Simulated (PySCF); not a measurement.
**Molecular orbitals of TeC**

RHF at R = 1.898 Å; basis Te aug-cc-pVDZ-PP with ECP28, C aug-cc-pVDZ; scalar-relativistic core potentials; PySCF 2.14. State: ¹Σ⁺ (singlet), closed shell. Only the outer orbitals are listed, counted within each symmetry, core potentials removing the inner ones.

| orbital | occ. | ε (eV) | on Te (%) | main shells (%) |
| --- | --- | --- | --- | --- |
| 5σ | 2 | -25.67 | 38 | 52 C s, 36 Te s, 9 C p |
| 6σ | 2 | -17.70 | 58 | 48 Te s, 41 C s, 10 Te p |
| 7σ | 2 | -11.49 | 36 | 55 C p, 28 Te p, 9 C s |
| 3π | 2 | -10.18 | 70 | 70 Te p, 27 C p |
| 3π | 2 | -10.18 | 70 | 70 Te p, 27 C p |
| 4π | 0 | 0.40 | 41 | 60 C p, 34 Te p |
| 4π | 0 | 0.40 | 41 | 60 C p, 34 Te p |

Question: Which are the highest filled and the lowest empty level, where do they sit, and how wide is the gap?

Answer: Highest filled 3π at -10.18 eV (in %: 70 Te p, 27 C p); lowest empty 4π at 0.40 eV (in %: 60 C p, 34 Te p); the gap at RHF is 10.58 eV. An empty level above zero is unbound, and its energy depends on the basis.

The bond order (Mayer) is 2.34 and the ⟨S²⟩ is 0.000. The charge on Te (Mulliken, basis-dependent) is 0.57 and the charge on Te (Löwdin, basis-dependent) is 0.64. The dipole moment (positive dipole means Te(−)C(+)) is -2.12 D, the polarisability along the bond is 66.0 bohr³ and the polarisability across the bond is 40.0 bohr³.

Spin–orbit coupling is left out.
